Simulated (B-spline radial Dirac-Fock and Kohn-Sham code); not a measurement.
Model: Dirac-Fock ΔSCF + Breit + QED. Program: a B-spline atomic structure program. Free neutral atoms.

Question: Order these X-ray lines by photon energy, lowest first.
A. Ir Kβ3
B. Gd Kβ2'
C. Gd Kα2
D. Hf Kβ2'
E. Hf Kβ1
F. Tm Kβ2'

Answer: C (42305.8 eV), B (49956.5 eV), F (59047.4 eV), E (63227.5 eV), D (64953.8 eV), A (73194.2 eV).

Values without a named source are computed, but for edge energies of neutral atoms, which are taken from tables.
